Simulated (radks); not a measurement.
Values are calculated unless marked as measured or tabulated.
Exchange energies: the exact (Fock) value of the Kohn-Sham orbitals and density-functional approximations, as 100 (|E| - |E exact|)/|E exact|, negative where the magnitude is too small. Species: Ge2+ [Ar] 3d10 4s2; As3+ [Ar] 3d10 4s2; Cu [Ar] 3d10 4s1; Sr28+ [Ne]. Level of theory: non-relativistic Kohn-Sham, exchange-only LDA, spin-polarised, spherical densities, point nucleus (a radial shooting solver on a logarithmic mesh with Libxc functionals). Every spin shell is full or empty, so the densities are truly spherical. Functionals are evaluated on that one density, not self-consistently.

functional           Ge2+      As3+        Cu     Sr28+
exact (hartree)  -76.7306  -80.3662  -65.4144  -61.1629
LDA                 -5.62     -5.62     -5.59     -8.18
PBE                 -0.20     -0.25     +0.09     -1.01
PBEsol              -2.42     -2.45     -2.24     -3.80
RPBE                +0.09     +0.03     +0.40     -0.41
PW91                +0.24     +0.18     +0.53     -0.59
PW86                +0.34     +0.26     +0.70     -0.13
G96                 +0.53     +0.48     +0.80     -0.09
EV93                +0.35     +0.28     +0.73     +0.71
APBE                +0.69     +0.62     +1.01     +0.06
TPSS                +0.15     +0.08     +0.49     -0.15
revTPSS             -0.58     -0.64     -0.26     -0.87
r2SCAN              +0.12     +0.08     +0.36     -0.04
TASK                -2.44     -2.44     -2.38     -2.16
